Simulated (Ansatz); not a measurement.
# Molecular dynamics of C2H4OZn

The input (input.yaml):

```yaml
crystal:
  periodic: [false, false, false]
  atoms:
    - { symbol: C, position_ang: [-0.366575, 0.787408, 0.114417] }
    - { symbol: C, position_ang: [-0.095596, -0.272171, 1.120006] }
    - { symbol: O, position_ang: [1.042746, -0.865252, 0.914272] }
    - { symbol: Zn, position_ang: [-0.581827, -2.40816, -1.923753] }
    - { symbol: H, position_ang: [0.434756, 0.933069, -0.651719] }
    - { symbol: H, position_ang: [-1.318642, 0.547766, -0.391068] }
    - { symbol: H, position_ang: [-0.554311, 1.737345, 0.644734] }
    - { symbol: H, position_ang: [1.531549, -0.517005, 0.11721] }
basis:
  gaussian: { orbitals: def2-SVP }
hamiltonian:
  xc: r2scan
  dispersion: d4
md:
  timestep: 0.5
  n_steps: 200
  ensemble: nve
  temperature: 100.0
  initial_velocities: maxwell_boltzmann
  seed: 11895
```

Run as:

```bash
$ ansatz run input.yaml --threads 2 --pin off --max-ram 3072MiB --backend cpu --events-out ev --progress --plain --runs-dir out
```

It starts at the highest image of a converged band. Of that band: The profile has 2 maxima (images 5, 7) with wells between them (image 6): this band takes more than one step, which may be the mechanism or a detour left from its start path. Neighbouring images differ by up to 2.3 eV, so the band resolves the path poorly. A vibrational analysis at the climbing image gives one clearly imaginary mode, 85i cm⁻¹: a first-order saddle point.

Output, in part (one step line in 7, the closing report, with atoms numbered from 0):

```
md step     0: t =     0.00 fs  T =   100.0 K  F+E_penalty+E_count = -52589.81054607 eV  E_kin = 0.077556 eV  conserved = -52589.73299007 eV  (29 SCF iters)
md step     7: t =     3.50 fs  T =    71.4 K  F+E_penalty+E_count = -52589.78820755 eV  E_kin = 0.055385 eV  conserved = -52589.73282278 eV  (32 SCF iters)
md step    14: t =     7.00 fs  T =    47.3 K  F+E_penalty+E_count = -52589.76952417 eV  E_kin = 0.036712 eV  conserved = -52589.73281233 eV  (33 SCF iters)
md step    21: t =    10.50 fs  T =    56.0 K  F+E_penalty+E_count = -52589.77630289 eV  E_kin = 0.043393 eV  conserved = -52589.73290961 eV  (33 SCF iters)
md step    28: t =    14.00 fs  T =    63.1 K  F+E_penalty+E_count = -52589.78171920 eV  E_kin = 0.048903 eV  conserved = -52589.73281662 eV  (33 SCF iters)
md step    35: t =    17.50 fs  T =    74.0 K  F+E_penalty+E_count = -52589.79028873 eV  E_kin = 0.057401 eV  conserved = -52589.73288807 eV  (32 SCF iters)
md step    42: t =    21.00 fs  T =    73.9 K  F+E_penalty+E_count = -52589.79018719 eV  E_kin = 0.057284 eV  conserved = -52589.73290323 eV  (32 SCF iters)
md step    49: t =    24.50 fs  T =    55.9 K  F+E_penalty+E_count = -52589.77620032 eV  E_kin = 0.043358 eV  conserved = -52589.73284218 eV  (32 SCF iters)
md step    56: t =    28.00 fs  T =    42.8 K  F+E_penalty+E_count = -52589.76602470 eV  E_kin = 0.033175 eV  conserved = -52589.73284950 eV  (32 SCF iters)
md step    63: t =    31.50 fs  T =    57.3 K  F+E_penalty+E_count = -52589.77727983 eV  E_kin = 0.044418 eV  conserved = -52589.73286192 eV  (32 SCF iters)
md step    70: t =    35.00 fs  T =    78.6 K  F+E_penalty+E_count = -52589.79385101 eV  E_kin = 0.060945 eV  conserved = -52589.73290573 eV  (32 SCF iters)
md step    77: t =    38.50 fs  T =    63.1 K  F+E_penalty+E_count = -52589.78182355 eV  E_kin = 0.048945 eV  conserved = -52589.73287826 eV  (32 SCF iters)
md step    84: t =    42.00 fs  T =    36.4 K  F+E_penalty+E_count = -52589.76108582 eV  E_kin = 0.028248 eV  conserved = -52589.73283772 eV  (32 SCF iters)
md step    91: t =    45.50 fs  T =    37.0 K  F+E_penalty+E_count = -52589.76155679 eV  E_kin = 0.028712 eV  conserved = -52589.73284481 eV  (29 SCF iters)
md step    98: t =    49.00 fs  T =    53.2 K  F+E_penalty+E_count = -52589.77409320 eV  E_kin = 0.041231 eV  conserved = -52589.73286248 eV  (32 SCF iters)
md step   105: t =    52.50 fs  T =    64.7 K  F+E_penalty+E_count = -52589.78306986 eV  E_kin = 0.050173 eV  conserved = -52589.73289733 eV  (32 SCF iters)
md step   112: t =    56.00 fs  T =    58.4 K  F+E_penalty+E_count = -52589.77818234 eV  E_kin = 0.045315 eV  conserved = -52589.73286742 eV  (32 SCF iters)
md step   119: t =    59.50 fs  T =    42.0 K  F+E_penalty+E_count = -52589.76539982 eV  E_kin = 0.032550 eV  conserved = -52589.73284948 eV  (32 SCF iters)
md step   126: t =    63.00 fs  T =    37.5 K  F+E_penalty+E_count = -52589.76191481 eV  E_kin = 0.029059 eV  conserved = -52589.73285618 eV  (33 SCF iters)
md step   133: t =    66.50 fs  T =    53.7 K  F+E_penalty+E_count = -52589.77452793 eV  E_kin = 0.041682 eV  conserved = -52589.73284576 eV  (32 SCF iters)
md step   140: t =    70.00 fs  T =    72.0 K  F+E_penalty+E_count = -52589.78875157 eV  E_kin = 0.055839 eV  conserved = -52589.73291241 eV  (32 SCF iters)
md step   147: t =    73.50 fs  T =    59.9 K  F+E_penalty+E_count = -52589.77935393 eV  E_kin = 0.046485 eV  conserved = -52589.73286936 eV  (30 SCF iters)
md step   154: t =    77.00 fs  T =    44.1 K  F+E_penalty+E_count = -52589.76699913 eV  E_kin = 0.034170 eV  conserved = -52589.73282930 eV  (32 SCF iters)
md step   161: t =    80.50 fs  T =    50.3 K  F+E_penalty+E_count = -52589.77191141 eV  E_kin = 0.039036 eV  conserved = -52589.73287571 eV  (33 SCF iters)
md step   168: t =    84.00 fs  T =    60.8 K  F+E_penalty+E_count = -52589.78001810 eV  E_kin = 0.047175 eV  conserved = -52589.73284280 eV  (33 SCF iters)
md step   175: t =    87.50 fs  T =    73.6 K  F+E_penalty+E_count = -52589.79000525 eV  E_kin = 0.057118 eV  conserved = -52589.73288771 eV  (32 SCF iters)
md step   182: t =    91.00 fs  T =    72.9 K  F+E_penalty+E_count = -52589.78941117 eV  E_kin = 0.056532 eV  conserved = -52589.73287957 eV  (32 SCF iters)
md step   189: t =    94.50 fs  T =    60.4 K  F+E_penalty+E_count = -52589.77969444 eV  E_kin = 0.046864 eV  conserved = -52589.73283067 eV  (32 SCF iters)
md step   196: t =    98.00 fs  T =    63.0 K  F+E_penalty+E_count = -52589.78174046 eV  E_kin = 0.048868 eV  conserved = -52589.73287239 eV  (31 SCF iters)
md step   200: t =   100.00 fs  T =    69.1 K  F+E_penalty+E_count = -52589.78646055 eV  E_kin = 0.053619 eV  conserved = -52589.73284136 eV  (30 SCF iters)
Total energy: -52589.78647395 eV, -1932.6390062800 hartree
Atom 0 at    -0.352418     0.894407     0.227318 Å, force    -0.457837     0.692669    -0.632018 eV/Å
Atom 1 at    -0.034766    -0.174180     1.165233 Å, force     0.167915    -0.454221     0.340064 eV/Å
Atom 2 at     0.858894    -0.986893     0.694524 Å, force     0.221291    -0.398909     0.196187 eV/Å
Atom 3 at    -0.544841    -2.417674    -1.899947 Å, force    -0.000150    -0.003771    -0.036754 eV/Å
Atom 4 at     0.296980     0.991207    -0.690864 Å, force    -0.144802    -0.202118     0.238177 eV/Å
Atom 5 at    -1.411712     0.716577    -0.089628 Å, force     0.371933     0.229272     0.129774 eV/Å
Atom 6 at    -0.340460     1.849498     0.779022 Å, force    -0.182564     0.064699    -0.101798 eV/Å
Atom 7 at     1.174198    -0.750912    -0.219835 Å, force     0.024214     0.072379    -0.133632 eV/Å
Dipole moment:     0.084804     0.238590    -0.557957 e Å
```

All steps were run. The conserved energy stayed within 0.028 meV per atom of its start (net change 0.019 meV per atom), so the integration is sound. A run of 0.1 ps of so small a system gives no equilibrium averages. The orbitals stay closed-shell, which can raise the energy where a bond breaks towards radicals; this wasn't checked here.

The step under study would form O3–H8 and break C2–H8. These pairs go: O3–H8 1.00 → 1.00 Å, C2–H8 1.93 → 1.93 Å. In the last frame they stand as after the step (other bonds may differ from the relaxed reactants and products). It ends as C2H4O + Zn. Pairs count as bonded within 1.25 times the sum of covalent radii (0.12 Å more for H–H).

Last frame:

```xyz
8
Properties=species:S:1:pos:R:3
C -0.352 0.894 0.227
C -0.035 -0.174 1.165
O 0.859 -0.987 0.695
Zn -0.545 -2.418 -1.900
H 0.297 0.991 -0.691
H -1.412 0.717 -0.090
H -0.341 1.849 0.779
H 1.174 -0.751 -0.220
```

Run time: 5.6 min on 2 threads of AMD EPYC 9R14 (Zen 4), with other jobs on the host, peak memory 0.16 GiB.
